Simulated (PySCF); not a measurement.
## Hf²⁺ (hafnium, charge +2) across methods

[Xe] 4f14 5d1 6p1, one real determinant (an excited configuration). Calculation: PySCF 2.14, in ANO-RCC-VTZP; the spin-free X2C one-electron Hamiltonian (Gaussian nucleus).

| method | E (hartree) | mean ε 4f β (eV) | mean ε 5d α (eV) | mean ε 6p α (eV) | Σ⟨r²⟩ (bohr²) | ⟨S²⟩ |
| --- | --- | --- | --- | --- | --- | --- |
| LDA | -15067.19 | -36.433 | -20.568 | -14.459 | 49.04 | 2.000 |
| PBE0 | -15076.89 | -39.856 | -21.874 | -14.886 | 49.27 | 2.001 |
| UHF | -15071.98565 | -50.360 | -25.150 | -15.867 | 49.89 | 2.002 |
| PBE | -15077.14 | -36.068 | -20.540 | -14.416 | 49.24 | 2.001 |
| r2SCAN | -15077.20 | -36.235 | -20.887 | -14.402 | 49.25 | 2.001 |

⟨L²⟩ = 8.00 against 12 for a pure F term, so this real determinant mixes terms. Spin-orbit coupling, absent here, splits the open shell strongly.
